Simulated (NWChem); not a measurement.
pentafluoroethane (C₂HF₅); SMILES FC(F)C(F)(F)F

```xyz
8

F      0.0541    -1.4530    -1.0920
C     -0.4373    -0.8550     0.0000
F      0.0541    -1.4530     1.0920
C     -0.0004     0.6113     0.0000
F      1.3188     0.7197     0.0000
F     -0.4823     1.2192     1.0791
F     -0.4823     1.2192    -1.0791
H     -1.5392    -0.9234     0.0000
```
Atoms are numbered in this order, from 1.

Computed with NWChem. Structure relaxed at the PBE0/def2-SVP level. Atomic charges in e: unrestrained fits to the electrostatic potential beside Mulliken populations; buried atoms are poorly determined by the fit.

Task: Predict the results for B3LYP/def2-SVP. Quantities: ESP F1; Mulliken F1; ESP C2; Mulliken C2; ESP F3; Mulliken F3; ESP C4; Mulliken C4; ESP F5; Mulliken F5; relative RMS misfit of the potential (%).

Result: ESP F1: -0.22
Mulliken F1: -0.19
ESP C2: 0.41
Mulliken C2: 0.40
ESP F3: -0.22
Mulliken F3: -0.19
ESP C4: 0.68
Mulliken C4: 0.44
ESP F5: -0.20
Mulliken F5: -0.15
relative RMS misfit of the potential (%): 24
